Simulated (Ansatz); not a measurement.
C₆H₆, charge +1, doublet, at a GFN2-xTB geometry (a state made from the parent by changing its charge; the spin is typed, not shown lowest). Base run: Ansatz (an electronic-structure program) with CAM-B3LYP/pcseg-1.

Ansatz was given this input:
Ansatz 0.2 input:
```yaml
crystal:
  periodic: [false, false, false]
  atoms:
    - {symbol: C, position_ang: [-0.76596115, 1.13457554, 0.04321457]}
    - {symbol: C, position_ang: [-1.36282008, -0.12550981, -0.05286156]}
    - {symbol: C, position_ang: [-0.61165995, -1.29037458, 0.00180888]}
    - {symbol: C, position_ang: [0.76596115, -1.13457554, -0.04321457]}
    - {symbol: C, position_ang: [1.36282008, 0.12550981, 0.05286156]}
    - {symbol: C, position_ang: [0.61165995, 1.29037458, -0.00180888]}
    - {symbol: H, position_ang: [-1.38048513, 2.00817218, 0.23976822]}
    - {symbol: H, position_ang: [-2.42662031, -0.20356231, -0.25702087]}
    - {symbol: H, position_ang: [-1.07254586, -2.26329428, -0.06190391]}
    - {symbol: H, position_ang: [1.38048513, -2.00817218, -0.23976822]}
    - {symbol: H, position_ang: [2.42662031, 0.20356231, 0.25702087]}
    - {symbol: H, position_ang: [1.07254586, 2.26329428, 0.06190391]}
basis:
  gaussian:
    orbitals: pcseg-1.json
hamiltonian:
  xc: cam_b3lyp
total_charge: 1
magnetization: {spin_polarized: true, initial_magnetization: 1}
```
The basis file holds pcseg-1 in the JSON format of the Basis Set Exchange.

Variants of this job, named by their change:

| change | basis functions | E (Eh) | core-seconds (rough) |
|---|---|---|---|
| base | 114 | -231.72020 | 10 |
| basis = pcseg-0 | 66 | -231.18764 | 4 |
| basis = 6-31G | 66 | -231.71398 | 5 |
| basis = def2-SV(P) | 96 | -231.58275 | 7 |
| basis = 6-31G* | 102 | -231.76974 | 7 |
| basis = cc-pVDZ | 114 | -231.77778 | 10 |
| basis = pc-1 | 114 | -231.72414 | 10 |
| basis = 6-31+G* | 126 | -231.77283 | 20 |
| basis = 6-311G** | 144 | -231.82250 | 10 |
| basis = def2-SVPD | 168 | -231.60561 | 20 |
| basis = 6-311++G** | 174 | -231.82345 | 20 |
| basis = aug-cc-pVDZ | 192 | -231.78682 | 30 |
| basis = def2-TZVP | 222 | -231.85110 | 30 |

Totals compare only among sets that treat the same electrons; sets with core potentials leave the core out.
